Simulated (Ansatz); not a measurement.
Geometry optimisation, Ansatz 0.2.0, UKS PBE/def2-SVP.

input.yaml

```yaml
crystal:
  periodic: [false, false, false]
  atoms:
    - { symbol: Zr, position_ang: [-0.218226, 0.037122, -0.0744] }
    - { symbol: F, position_ang: [-0.660675, 0.217674, 1.826814] }
    - { symbol: "N", position_ang: [1.797165, -0.048318, -0.328451] }
    - { symbol: H, position_ang: [2.346343, -0.771752, -0.805059] }
    - { symbol: H, position_ang: [2.444249, 0.677303, 0.011904] }
    - { symbol: Cl, position_ang: [-1.033007, 1.852982, -1.385075] }
    - { symbol: "N", position_ang: [-0.91412, -1.711174, -0.809795] }
    - { symbol: H, position_ang: [-1.19438, -2.52644, -0.249488] }
    - { symbol: H, position_ang: [-1.166882, -1.893584, -1.788965] }
    - { symbol: Cl, position_ang: [1.041933, -0.053214, 3.901614] }
magnetization:
  spin_polarized: true
  initial_magnetization: 1
basis:
  gaussian: { orbitals: def2-SVP }
hamiltonian:
  xc: pbe
relax:
  f_tol: 0.03
  max_steps: 50
```

Launched with:

```bash
$ ansatz run input.yaml --threads 4 --pin off --max-ram 5120MiB --backend cpu --events-out ev --progress --plain --runs-dir out
```

Q: Where does it end, and by what steps?

A: The forces met the threshold. After 33 steps the energy has fallen by 1.619 eV; Cl10 moved furthest, 1.67 Å. Joined: Zr1–Cl10 (4.17 → 2.49 Å).

| step | energy less start (eV) | largest force component (eV/Å) | accepted |
| --- | --- | --- | --- |
| 0 | 0.0000 | 0.511 | yes |
| 2 | -0.0150 | 0.131 | yes |
| 4 | -0.0174 | 0.043 | yes |
| 6 | -0.0184 | 0.055 | yes |
| 8 | -0.0257 | 0.385 | yes |
| 10 | -0.2149 | 1.011 | yes |
| 12 | -0.7147 | 0.867 | yes |
| 14 | -1.2203 | 0.661 | yes |
| 16 | -1.5242 | 0.621 | yes |
| 18 | -1.5116 | 1.871 | no |
| 20 | -1.5994 | 0.076 | yes |
| 22 | -1.6021 | 0.034 | yes |
| 24 | -1.6097 | 0.188 | yes |
| 26 | -1.6142 | 0.154 | yes |
| 28 | -1.6168 | 0.050 | yes |
| 30 | -1.6181 | 0.035 | yes |
| 32 | -1.6191 | 0.064 | yes |
| 33 | -1.6195 | 0.015 | yes |

```xyz
10
Properties=species:S:1:pos:R:3
Zr -0.369 0.055 0.482
F -1.845 -0.109 1.699
N 1.780 -0.122 -0.340
H 2.367 -0.972 -0.308
H 2.430 0.682 -0.388
Cl -0.695 2.075 -0.743
N -0.759 -1.629 -0.569
H -1.579 -2.226 -0.399
H -0.258 -1.971 -1.397
Cl 1.370 -0.001 2.263
```

Whether the end is a true minimum wasn't checked by a vibrational analysis.

Time of the run: 2.4 min on 4 threads of Arm Neoverse V1 (shared host), peak memory 0.37 GiB.
